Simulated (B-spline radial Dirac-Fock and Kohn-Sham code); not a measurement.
Run log: Ni⁶⁺

ΔSCF core binding energies without Breit or QED terms, calculated with a radial atomic solver. Keys: rel is the Hamiltonian (dirac, or spin-free x2c and nr, where L3 and M5 stand for the whole 2p and 3d shells), method is hf or an exchange,correlation pair (spin-unpolarised, also for the hole states), nuc the nuclear model, radius_factor scales its radius, rmax is the box in bohr, h the logarithmic mesh step, order the B-spline order, points the quadrature points per cell, c_factor scales the speed of light, and damp, ndamp, maxit and tol steer the iteration. The run stops when the commutator error falls below 10·tol·max(1, Z/10), or the numerical noise floor, and the energy has settled to about 1e-8 Ha; the virial ratio is −V/T.

Input (task.json):

```json
{"items": [{"Z": 28, "q": 6, "cfg": [[1, 0, 2], [2, 0, 2], [2, 1, 6], [3, 0, 2], [3, 1, 6], [3, 2, 4]], "A": 58, "rrms": 3.7757, "do": "settings", "holes": ["K", "L3", "M5"],
  "settings": [{"rel": "dirac", "method": "hf", "nuc": "fermi", "radius_factor": 1.0, "rmax": 45.0, "h": 0.3, "order": 8, "points": 10, "c_factor": 1.0, "maxit": 60, "damp": 0.5, "ndamp": 3, "tol": 1e-08, "cfg": "1s2 2s2 2p6 3s2 3p6 3d11"}]}]}
```

Command: `python xray2_run.py task.json out`

The program stops without a result: overfilled shell.

Q: One setting is unsound. Which, and why?

A: cfg puts more electrons in a shell than it can hold. With the default settings (Dirac Hartree-Fock): The ground state converged in 10 iterations, with total energy -1508.49630 Ha, virial ratio 1.98332 and highest orbital energy -132.32 eV. ΔSCF binding energies: K (1s) 8491.7 eV, L3 (2p3/2) 1003.8 eV. Holes are computed only in closed shells, and unreliable hole states are left out.
